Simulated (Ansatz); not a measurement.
BeF$_{2}$, triplet, at a GFN2-xTB geometry (such geometries of metal compounds can be far from the true shape) (a higher spin typed on purpose: for a closed-shell molecule this is an excited state); B3LYP/aug-cc-pVTZ (Ansatz, a quantum-chemistry and plane-wave program).

Here is a job for Ansatz.
Ansatz 0.2 input:
```yaml
crystal:
  periodic: [false, false, false]
  atoms:
    - {symbol: Be, position_ang: [-0.33931682, 0.41164761, -0.78551009]}
    - {symbol: F, position_ang: [1.03583286, -0.10883487, -0.24941508]}
    - {symbol: F, position_ang: [-0.88502539, -0.07411962, 0.59853068]}
basis:
  gaussian:
    orbitals: aug-cc-pVTZ
hamiltonian:
  xc: b3lyp
magnetization: {spin_polarized: true, initial_magnetization: 2}
```

What the program printed (banner, timings and long lists left out):

```
Functional definition: B3LYP
598 factors; their error is unknown
mean field evaluation 1: about -5834.5731 eV, gradient 1.8e1 eV
mean field evaluation 2: about -5833.9691 eV, gradient 2.5e1 eV
mean field evaluation 4: about -5835.5407 eV, gradient 1.0e-1 eV
mean field evaluation 8: about -5835.5147 eV, gradient 1.9e-2 eV
mean field evaluation 16: about -5835.5147 eV, gradient 8.4e-5 eV
mean field -5835.51472949 eV, -214.4512108548 hartree, gradient 3.8e-5 eV, S^2 2.005913; 1 other end points of the search recorded, 0 dependent functions left out
reference -5835.51495329 eV, -214.4512190792 hartree; 12, 10 occupied and 126, 128 virtual orbitals, 598 factors
Total energy: -5835.51495329 eV, -214.4512190792 hartree
```
